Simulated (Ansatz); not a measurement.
C2H9PSi2 (`[SiH3][Si]1(P)CC1`), relaxed with RKS PBE-D4/def2-SVP in the Gaussian-basis code of Ansatz from a rough embedded geometry. The force threshold is 0.03 eV/Å; the program also tests the step.

The species carries charge 0 and has multiplicity 1.

Start:

```xyz
14

Si   -1.584   -0.295    1.517
Si    0.201   -0.242    0.271
P     1.332   -2.001   -0.202
C     0.117    0.815   -1.247
C     0.991    1.361   -0.178
H    -2.136    1.064    1.844
H    -2.689   -1.095    0.934
H    -1.282   -0.932    2.900
H     2.289   -1.458   -1.086
H     0.535   -2.523   -1.287
H     0.452    0.441   -2.156
H    -0.891    1.325   -1.366
H     0.650    2.227    0.438
H     2.016    1.314   -0.381
```

```csv
step,energy (eV),largest force (eV/Å),largest move (Å)
1,-27238.2957,4.041,0.000
2,-27238.9768,1.176,0.195
3,-27239.0492,0.219,0.101
4,-27239.0596,0.136,0.200
5,-27239.0715,0.097,0.104
6,-27239.0746,0.034,0.043
7,-27239.0753,0.018,0.032
8,-27239.0757,0.028,0.033
```

End:

```xyz
14

Si   -1.650   -0.368    1.580
Si    0.106   -0.310    0.054
P     1.403   -2.166   -0.145
C     0.064    1.003   -1.308
C     0.990    1.355   -0.136
H    -2.247    1.015    1.639
H    -2.725   -1.340    1.166
H    -1.171   -0.755    2.955
H     2.224   -1.540   -1.153
H     0.555   -2.796   -1.127
H     0.544    0.755   -2.271
H    -0.853    1.605   -1.433
H     0.685    2.193    0.515
H     2.076    1.348   -0.334
```

Run time 7 s (4 threads of an Intel Xeon 6975P-C on a shared host); peak host memory 0.2 GiB.
